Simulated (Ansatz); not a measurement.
Compare A (`CN[SiH2]C=O`) with its isomer B (`NCC1O[SiH2]1`).

Computed with Ansatz on PBE0-D4/def2-TZVP structures; ΔE is electronic, products minus reactants. CCSD(T)/CBS is the MP2 limit (def2-TZVPP, def2-QZVPP) plus CCSD(T) − MP2 in def2-TZVPP, frozen cores. DFT in def2-TZVPP. B3LYP here is the variant with VWN-RPA as its local correlation; programs differ in this. One conformer a species, not always the lowest.

Task: Which is lower in electronic energy at CCSD(T)/CBS, and by how much? (Estimate.)

Result: The calculation gave: A, by 8.7 kcal/mol.

Task: Give E(B) − E(A) in kcal/mol with ωB97M-V, MP2/def2-TZVPP, B3LYP-D4, PBE0-D4, HF/def2-TZVPP, CCSD(T)/def2-TZVPP, CCSD/def2-TZVPP. (An estimate is asked.)

Result: The calculation gave: ωB97M-V 9.1, MP2/def2-TZVPP 7.4, B3LYP-D4 12.3, PBE0-D4 7.4, HF/def2-TZVPP 18.1, CCSD(T)/def2-TZVPP 9.5, CCSD/def2-TZVPP 10.3. None reverses the order clearly.

Largest T1 diagnostic: 0.013.

In def2-TZVPP, CCSD(T) changes the Hartree–Fock value by −8.6 kcal/mol (the triples alone add −0.8 kcal/mol) and MP2 by −10.7 kcal/mol.
